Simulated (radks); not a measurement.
Problem. The mean radii <r> (bohr) of the occupied orbitals of an atom or ion are listed with their occupations. Calculated with a radial shooting solver on a logarithmic mesh with Libxc functionals: scalar-relativistic Kohn-Sham, PBE, spin-polarised, spherical densities, finite nucleus; Fermi nuclear charge, rms radius of each element as measured or else 0.836 A^(1/3) + 0.57 fm.

orbital  occ.      <r>
1s up       1  0.02001
1s down     1  0.02001
2s up       1  0.08488
2s down     1  0.08488
2p up       3  0.07541
2p down     3  0.07540
3s up       1   0.2209
3s down     1   0.2209
3p up       3   0.2202
3p down     3   0.2202
3d up       5   0.1998
3d down     5   0.1997
4s up       1   0.4971
4s down     1   0.4973
4p up       3   0.5272
4p down     3   0.5275
4d up       5   0.5687
4d down     4   0.5695
5s up       1    1.202
5s down     1    1.207
5p up       3    1.404
5p down     3    1.411
4f up       7   0.7356
4f down     6   0.7466

Name the element and its charge. Open shells, if any, are filled with parallel spins first.

Solution. Z = 69, thulium, charge +3: Tm3+ in [Kr] 4d9 4f13 5s2 5p6. The 1s radius gives Z: for a bare nucleus <r> = (2 gamma + 1)/(2Z) with gamma = sqrt(1 - (Z/c)^2), 0.01977 bohr for Z = 69, and screening makes it slightly larger (0.02001 here). The occupations add up to 66, and the charge is Z minus that.
